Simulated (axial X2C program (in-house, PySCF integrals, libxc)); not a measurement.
# Low determinants of LiSb at the PBE0 level, without spin–orbit coupling

Computed with an in-house all-electron X2C program for linear molecules (integrals from PySCF). Spin-free means the one-electron spin-free X2C Hamiltonian. Basis: Sb dyall-cv3z [11s12p8d4f1g], Li dyall-cv3z [7s8p2d] (cores contracted in-house); Gaussian nuclei, density fitting, unrestricted open shells. Masses: Sb 120.904 u, Li 7.016 u.

Search at 2.611 Å (vertical energies from the lowest determinant):

| ΔE (eV) | state | electrons beyond evenly filled partner blocks | electrons in σ, π, δ, φ |
| --- | --- | --- | --- |
| 0.00 | M_S = 1, Λ = 0 | π+α, π-α | 24 22 8 0 |
| 0.76 | M_S = 0, Λ = 0 | π+β, π-α | 24 22 8 0 |
| 0.76 | M_S = 0, Λ = 2 | π+α, π+β | 24 22 8 0 |
| 0.83 | M_S = 1, Λ = 1 | σα, π+α, π+β, π-α | 23 23 8 0 |
| 1.09 | M_S = 0, Λ = 1 | σβ, π+α, π+β, π-α | 23 23 8 0 |
| 2.08 | M_S = 2, Λ = 0 | 2 × σα, π+α, π-α | 24 22 8 0 |
| 2.73 | M_S = 0, Λ = 0 | 2 × σβ, π+α, π-α | 24 22 8 0 |

Lowest determinant, M_S = 1, Λ = 0 (beyond evenly filled blocks: π+α, π-α): Re = 2.612 Å, ωe = 399.3 cm⁻¹.

The determinant in row 2 of the search, M_S = 0, Λ = 0 (beyond evenly filled blocks: π+β, π-α), was followed along the bond at PBE0; measured from the minimum of the lowest determinant it gives:

Te = 0.762 eV (6146 cm⁻¹), Re = 2.599 Å, ωe = 409.5 cm⁻¹.

(1) Compare the bond of the determinant in row 2 with that of the lowest one.

The search compares states at one distance, so a state with another bond length can lie lower; it is not exhaustive and yields mostly the lowest determinant of each block pattern, so other components and higher states of one pattern are missing. These are energies of single determinants, not of spin-adapted states; PBE0 term energies can be off by some tenths of an eV, and the functional has no current term. The lowest determinant need not be the ground state where others lie within half an eV. Row 2 is spin-contaminated (⟨S²⟩ = 1.00 against 0.00), so its values are not those of a pure state.

Results:

(1) At PBE0 its Re is 0.013 Å shorter and its force constant, which goes as ωe², is 1.05 times that of the lowest determinant. This determinant mixes spin states, so it has no term energy of its own.
